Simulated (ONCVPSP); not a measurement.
## Which change was made? (Co, ONCV)

```json
{"Element": "cobalt", "Generator": "ONCVPSP 4.0.1", "Type": "optimised norm-conserving Vanderbilt (ONCV)", "Functional": "LDA (Perdew-Zunger)", "Relativity": "fully relativistic", "Frozen core": "[Ne]", "Valence charge": "17", "Reference configuration": "3s2 3p6 3d7 4s2", "Partial waves": "3s+4s: rc 1.25 bohr, ncon 4, nbas 8, qcut 10.2 1/bohr, 2 projectors; 3p: rc 0.85 bohr, ncon 4, nbas 8, qcut 7.9 1/bohr, 2 projectors, debl 2.6 Ha; 3d: rc 1.70 bohr, ncon 4, nbas 9, qcut 11 1/bohr, 2 projectors, debl 2.4 Ha", "Local potential": "polynomial inside 0.85 bohr (lpopt 5, dvloc0 0 Ha)", "Core correction": "none"}
```

Open shells are filled in proportion to 2j + 1.

Cutoffs, loose and tight: the cutoffs (Ha) at which the residual kinetic energy of the hardest occupied pseudo-wave falls to 1 and 0.1 mHa per electron. They do not see the model core or the augmentation charge, which bear on the density cutoff. Test errors are all-electron minus pseudo excitation energies from the reference, over the configurations 3s2 3p6 3d7 4s1; 3s2 3p6 3d7 4s0; 3s2 3p6 3d6 4s0; 3s2 3p6 3d6 4s2 4p1; variants that change the core or the reference have their own tests.

The base gives: outcome: generated; cutoff, loose: 41 Ha; cutoff, tight: 148 Ha; bound ghosts: none; GHOST(+) flags above zero: none; largest test error (meV): +80.

Task: After one change the result is: outcome: generated; cutoff, loose: 51 Ha; cutoff, tight: 148 Ha; bound ghosts: none; GHOST(+) flags above zero: none; largest test error (meV): +32. Which change was it?
A. d: rc 2.34
B. d: rc 1.32
C. d: rc 1.14
D. d: rc 1.52

Result: B. The others give: d: rc 1.52 → outcome: generated; cutoff, loose: 46 Ha; cutoff, tight: 148 Ha; bound ghosts: none; GHOST(+) flags above zero: none; largest test error (meV): +54 | d: rc 2.34 → outcome: generated; cutoff, loose: 42 Ha; cutoff, tight: 148 Ha; bound ghosts: none; GHOST(+) flags above zero: none; largest test error (meV): -468 | d: rc 1.14 → outcome: generated; cutoff, loose: 58 Ha; cutoff, tight: 199 Ha; bound ghosts: none; GHOST(+) flags above zero: none; largest test error (meV): +20.
